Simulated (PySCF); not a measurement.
## Dipole response of Kr⁺ (krypton, charge +1)

[Ar] 3d10 4s2 4p5, 2P determinant. Computed with PySCF 2.14 in aug-cc-pwCVDZ-PP with ECP10MDF, with a scalar-relativistic core potential. Coupled (time-dependent) response in atomic units; α is the mean over directions. A double-zeta set is small for polarisabilities.

```tsv
method	mean α (bohr³)	α xx, yy, zz	C₆ (like pair)	S(−4)
UHF	10.44	10.03, 10.65, 10.65	64.56	18.61
PBE	10.93	10.33, 11.22, 11.22	68.23	21.30
PBE0	10.73	10.20, 10.99, 10.99	66.67	20.15
M06-2X	10.79	10.32, 11.03, 11.03	66.29	21.01
M06	10.86	10.31, 11.13, 11.13	67.03	21.43
```

S(−4) is the Cauchy moment in α(ω) = α(0) + S(−4) ω² + …

Spin-orbit coupling is absent.

α(iu) at UHF:

| u (hartree) | α(iu) (bohr³) |
| --- | --- |
| 0 | 10.44 |
| 0.0500 | 10.39 |
| 0.100 | 10.26 |
| 0.200 | 9.752 |
| 0.300 | 9.022 |
| 0.500 | 7.321 |
| 0.750 | 5.410 |
| 1.00 | 4.005 |
| 1.50 | 2.355 |
| 2.00 | 1.533 |
| 3.00 | 0.8122 |
| 5.00 | 0.3725 |

For an ion, C₆ is the dispersion term alone; charge-induced terms of lower order in 1/R come first.

The components differ because the open shell of this determinant is not spherical; for a pure term their mean is the scalar polarisability.

Energies and moments cover only the electrons outside the core potential.
